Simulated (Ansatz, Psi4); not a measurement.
Here is a job for Ansatz (a program for electronic structure).
Ansatz 0.2 input:
```yaml
crystal:
  periodic: [false, false, false]
  atoms:
    - {symbol: C, position_ang: [-0.34720000, -0.45630000, 1.41800000]}
    - {symbol: C, position_ang: [0.00000000, -0.00000000, -0.00000000]}
    - {symbol: C, position_ang: [0.13620000, 1.52320000, -0.02650000]}
    - {symbol: C, position_ang: [-1.11060000, -0.42940000, -0.96000000]}
    - {symbol: C, position_ang: [1.32160000, -0.63760000, -0.43150000]}
    - {symbol: H, position_ang: [-1.28560000, -0.01290000, 1.74410000]}
    - {symbol: H, position_ang: [-0.44850000, -1.53870000, 1.45810000]}
    - {symbol: H, position_ang: [0.43180000, -0.16000000, 2.11730000]}
    - {symbol: H, position_ang: [0.38330000, 1.86840000, -1.02820000]}
    - {symbol: H, position_ang: [-0.79500000, 1.99640000, 0.27780000]}
    - {symbol: H, position_ang: [0.92240000, 1.84940000, 0.65100000]}
    - {symbol: H, position_ang: [-2.06060000, 0.01440000, -0.66980000]}
    - {symbol: H, position_ang: [-1.22350000, -1.51140000, -0.95580000]}
    - {symbol: H, position_ang: [-0.88220000, -0.11370000, -1.97580000]}
    - {symbol: H, position_ang: [1.24540000, -1.72280000, -0.41930000]}
    - {symbol: H, position_ang: [2.12580000, -0.34400000, 0.23980000]}
    - {symbol: H, position_ang: [1.58670000, -0.32500000, -1.43930000]}
basis:
  gaussian:
    orbitals: STO-3G
magnetization: {spin_polarized: true, initial_magnetization: 2}
correlation: {method: ccsd_t, electrons: outside_noble_gas}
accuracy: high
```

Q: Give the equivalent Psi4 input.

A: This is not unique; one that fits is 
```
memory 2 GB

molecule {
0 3
C    -0.34720000   -0.45630000    1.41800000
C     0.00000000   -0.00000000   -0.00000000
C     0.13620000    1.52320000   -0.02650000
C    -1.11060000   -0.42940000   -0.96000000
C     1.32160000   -0.63760000   -0.43150000
H    -1.28560000   -0.01290000    1.74410000
H    -0.44850000   -1.53870000    1.45810000
H     0.43180000   -0.16000000    2.11730000
H     0.38330000    1.86840000   -1.02820000
H    -0.79500000    1.99640000    0.27780000
H     0.92240000    1.84940000    0.65100000
H    -2.06060000    0.01440000   -0.66980000
H    -1.22350000   -1.51140000   -0.95580000
H    -0.88220000   -0.11370000   -1.97580000
H     1.24540000   -1.72280000   -0.41930000
H     2.12580000   -0.34400000    0.23980000
H     1.58670000   -0.32500000   -1.43930000
}

set {
  basis sto-3g
  reference uhf
  freeze_core true
  mp2_type conv
  scf_type pk
  puream true
  d_convergence 1e-8
}

energy('ccsd(t)')
print_variables()
```

Both were run: Ansatz gave -193.863292 Eh and Psi4 -193.863292 Eh, 0.000 mEh apart.
